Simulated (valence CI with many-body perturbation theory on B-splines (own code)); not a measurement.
The numbers below are computed, except where a source is named.
## Sm⁴¹⁺: magnetic and hyperfine properties of the levels

Level of theory: valence CI with perturbative core correlation (CI+MBPT): three valence electrons over a frozen Dirac-Fock core [Ar], radial functions for each j: 7 s, 7 p, 8 d, 6 f, 4 g, 1 h, with the one-electron correlation potential Σ1 (screened to all orders), the two-electron term Σ2, the three-electron term Σ3, Breit, model QED; selected single and double excitations, second order for the rest, scaled by the run's own slope (own B-spline code, finite nucleus).

The last digits are not significant, and no measured levels were compared; by estimate large intervals hold to a few tenths of a per cent, small ones and those within an open d or f shell to about a per cent. Only levels of the ground parity were solved; by the run's estimate the other parity begins above the list, which can be wrong where configurations are misplaced.

A/g_I is the dipole constant over the nuclear g factor μ/I (μ in nuclear magnetons, uniformly magnetised nucleus), B/Q the quadrupole constant per barn. Both hold the static response of the core; the bare values leave it out. Large factors of s and p1/2 electrons are usually good to 5 to 10 %; those of open d and f shells near neutrality can be off by tens of per cent, and small factors of p3/2, d and f electrons come from cancelling terms and can be off by a factor of two or in sign, in half-filled shells by more. B is blank for J = 1/2, where it vanishes, and for nearly pure S terms. Energies count from the lowest level.

Levels are named by their leading jj configuration (3d3/2^4 stands for four electrons in 3d with j = 3/2), which in mixed levels can hold well under half, so a name can repeat and another be missing. Letters in brackets count levels of one name in rising energy.

```csv
Level,E (cm⁻¹),g,A/g_I (MHz),A/g_I bare,B/Q (MHz/b),B/Q bare
(3d3/2^3) J=3/2,0,0.662,56000,55500,-29400,-29900
(3d3/2^2 3d5/2) J=5/2 [a],202700,1.047,31800,31900,-15900,-16200
(3d3/2^2 3d5/2) J=3/2,248180,1.213,25400,25800,-9300,-9450
(3d3/2^2 3d5/2) J=7/2,263130,1.065,33600,33700,8610,8720
(3d3/2^2 3d5/2) J=9/2,270800,1.060,35200,35300,34600,35100
(3d3/2^2 3d5/2) J=1/2,279960,1.869,-24600,-23100,,
(3d3/2^2 3d5/2) J=5/2 [b],408750,1.346,17800,18500,46700,47400
(3d3/2 3d5/2^2) J=7/2 [a],466740,1.081,27300,27500,1060,1070
(3d3/2 3d5/2^2) J=9/2,491410,1.133,27100,27400,13400,13600
(3d3/2 3d5/2^2) J=3/2 [a],524670,1.133,30200,30400,-33300,-33800
(3d3/2 3d5/2^2) J=1/2,542530,1.453,-8760,-7890,,
(3d3/2 3d5/2^2) J=11/2,555910,1.083,30600,30700,70800,71900
(3d3/2 3d5/2^2) J=5/2 [a],567010,1.198,14000,14400,44800,45500
(3d3/2 3d5/2^2) J=5/2 [b],603020,1.108,31000,31200,-12000,-12200
(3d3/2 3d5/2^2) J=7/2 [b],617950,1.101,31000,31200,14600,14900
(3d3/2 3d5/2^2) J=3/2 [b],720420,1.015,42800,42900,33400,33900
(3d5/2^3) J=9/2,750650,1.137,22800,23100,9460,9610
(3d5/2^3) J=3/2,854160,1.005,30300,30300,14300,14500
(3d5/2^3) J=5/2,912610,1.151,22800,23200,9480,9630
```

**Question.** Take the isotope of mass number 147, with I = 7/2, μ = -0.809 μN and Q = -0.26 b. What is the hyperfine structure of (3d3/2^2 3d5/2) J=5/2 [a]?

**Answer.** From the table A = -7350 MHz, B = 4140 MHz. Shifts from the centre of gravity in MHz: F = 1: 84900, F = 2: 69000, F = 3: 45600, F = 4: 15300, F = 5: -21300, F = 6: -63300.
